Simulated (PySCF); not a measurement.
# [C2H9BNOSi]-: core ionisation energies

Species: C2H9BNOSi (charge -1).
Numbering: `[CH2:1]=[CH:2][B@H-:3]([NH2:4])[O:5][SiH3:6]`

The calculation used delta-SCF UKS SCAN, pcX-2 on the ionised atom, pcseg-1 elsewhere, spin-free X2C in PySCF. Vertical ΔSCF values, vacuum level as zero.

**Question.** Give the core binding energies atom by atom.

**Answer.** 
```
atom(s)            environment     level  binding energy (eV)  2p1/2 (eV)  above the level's lowest (eV)  count
    Si6   oxygen-bound silicon     Si 1s              1842.51           –                           0.00      1
     O5     boron-bound oxygen      O 1s               531.85           –                           0.00      1
     N4   boron-bound nitrogen      N 1s               399.09           –                           0.00      1
     C1   terminal =CH2 carbon      C 1s               285.16           –                          +0.40      1
     C2       alkene CH carbon      C 1s               284.76           –                           0.00      1
     B3  four-coordinate boron      B 1s               189.89           –                           0.00      1
    Si6   oxygen-bound silicon  Si 2p3/2               102.56      103.19                           0.00      1
```

Lowest listed C 1s: C2, bonded to C (double bond), H and B. Highest, 0.40 eV above it: C1, bonded to C (double bond) and 2 H.

**Question.** Which effective nuclear charge Zeff reproduces each element's mean 1s value in the hydrogen-like formula E = 13.606 eV × Zeff²?

**Answer.** B (Z = 5): mean 189.9 eV, Zeff = 3.74, Z − Zeff = 1.26; C (Z = 6): mean 285.0 eV, Zeff = 4.58, Z − Zeff = 1.42; N (Z = 7): mean 399.1 eV, Zeff = 5.42, Z − Zeff = 1.58; O (Z = 8): mean 531.8 eV, Zeff = 6.25, Z − Zeff = 1.75; Si (Z = 14): mean 1842.5 eV, Zeff = 11.64, Z − Zeff = 2.36. Means run over the listed sites, weighted by atom count.

**Question.** Which photon energy gives electrons from C 1s of C1 a kinetic energy of 20 eV, and what is their de Broglie wavelength?

**Answer.** hν = 285.16 + 20 = 305.16 eV, recoil neglected; λ = 12.264 Å/√(E/eV) = 2.74 Å.

The unrestricted hole states depart most from a pure doublet (⟨S²⟩ = 0.75; over 0.85 named) for C 1s of C2 (0.86), which makes this value less certain. 2p3/2 and 2p1/2 are the ΔSCF energy of one spin-free 2p hole plus the eigenvalues of a spin–orbit and ligand-field matrix of the shell. 2p1/2 minus 2p3/2 (ligand field included): Si 0.62 eV. The species carries charge -1, so core ionisation leaves a neutral species. The basis sets have no added diffuse functions. One conformer (not necessarily the lowest) at the PBE0-D3(BJ)/def2-SVP geometry, without solvent, vibrations or thermal averaging. The geometry's basis has no diffuse functions, a weakness for an anion.

Time: 78 s. Hardware: an x86-64 server with one thread, shared host.

Shape of the structure used: `[CH2:1]=[CH:2][B@H-:3]([NH2:4])[O:5][SiH3:6]`: C1–C2–B3–N4 125°, C2–B3–O5–Si6 113°, H–N4–B3–C2 178°, H–N4–B3–C2 -58°.
